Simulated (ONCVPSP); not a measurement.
**Before and after: ONCV potential for Sn**

| Item | Value |
| --- | --- |
| Element | tin (Sn) |
| Generator | ONCVPSP 4.0.1 |
| Type | optimised norm-conserving Vanderbilt (ONCV) |
| Functional | PBE |
| Relativity | scalar-relativistic |
| Frozen core | [Ar] 3d10 |
| Valence charge | 22 |
| Reference configuration | 4s2 4p6 4d10 5s2 5p2 |
| Partial waves | 4s+5s: rc 1.60 bohr, ncon 4, nbas 8, qcut 6.6 1/bohr, 2 projectors; 4p+5p: rc 1.15 bohr, ncon 3, nbas 8, qcut 15 1/bohr, 2 projectors; 4d: rc 1.45 bohr, ncon 3, nbas 8, qcut 11.8 1/bohr, 2 projectors, debl 2.4 Ha |
| Local potential | polynomial inside 0.95 bohr (lpopt 2, dvloc0 0 Ha) |
| Core correction | polynomial model core, fcfact 0.25 |

All-electron outer shells of the reference configuration (PBE, scalar-relativistic, ld1.x):

```csv
shell,level (eV),outermost node (bohr),outermost maximum (bohr)
3p,-698.81,0.14,0.30
3d,-473.43,–,0.25
4s,-133.93,0.40,0.74
4p,-89.70,0.41,0.79
4d,-25.84,0.39,0.88
5s,-10.55,0.98,2.01
5p,-3.69,1.09,2.55
```

Change: s: qcut 5.3; p: qcut 12.1; d: qcut 9.5.

Cutoffs: the cutoffs (Ha) at which the residual kinetic energy of the hardest occupied pseudo-wave falls to 1 and 0.1 mHa per electron; they do not see the model core or the augmentation charge, which bear on the density cutoff. Errors are all-electron minus pseudo energies relative to the spin-unpolarised reference configuration.

What does the change do?

The potential gets softer (68 Ha and 80 Ha → 50 Ha and 68 Ha); of the 4 tests that both files solve, the error grows in 1 and shrinks in 0 by more than 15 % and 0.3 meV (median size 7.9 → 8.7 meV); neither file shows a bound ghost.

| quantity | base | changed |
| --- | --- | --- |
| cutoff, loose | 68 Ha | 50 Ha |
| cutoff, tight | 80 Ha | 68 Ha |
| loose cutoff by channel | s 14 Ha, p 68 Ha, d 42 Ha | s 11 Ha, p 50 Ha, d 35 Ha |
| bound ghosts | none | none |
| GHOST(+) flags under 300 eV | none | none |
| error for 4s2 4p6 4d10 5s2 5p1, meV [ΔE 6.87 eV] | -1.1 | -1.2 |
| error for 4s2 4p6 4d10 5s2 5p0, meV [ΔE 20.83 eV] | -3.7 | -3.8 |
| error for 4s2 4p6 4d10 5s1 5p0, meV [ΔE 51.80 eV] | -12 | -14 |
| error for 4s2 4p6 4d10 5s0 5p4, meV [ΔE 14.19 eV] | -15 | -15 |
| s: phases at 1.63 bohr within 0.05 rad from the reference energy up to (Ha; the scan ends near 5) | to the end of the scan | to the end of the scan |
| p: phases at 1.16 bohr within 0.05 rad from the reference energy up to (Ha; the scan ends near 5) | to the end of the scan | to the end of the scan |
| d: phases at 1.47 bohr within 0.05 rad from the reference energy up to (Ha; the scan ends near 5) | to the end of the scan | to the end of the scan |
| rms error of d²Exc/dni dnj with the model core, mHa | 1.92 | 1.87 |
